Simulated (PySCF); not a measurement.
Vertical excitations of a molecule C2H6BClO from TDDFT-PBE/def2-SVPD (PySCF), as energy in eV (oscillator strength): 6.54 (0.003), 6.92 (0.003), 6.96 (0.059), 7.28 (0.004), 7.34 (0.034), 7.40 (0.020), 7.55 (0.038), 7.69 (0.002), 7.87 (0.047), 8.10 (0.010). Lowest triplet (TDA): 6.15 eV. Coordinates come from a PBE0-D3(BJ)/def2-SVP optimisation. One conformer was computed; it need not be the lowest.

Q: Identify the compound among the candidates.
A. COB(C)Cl
B. CCB(O)Cl
C. CCOBCl

A: B, CCB(O)Cl
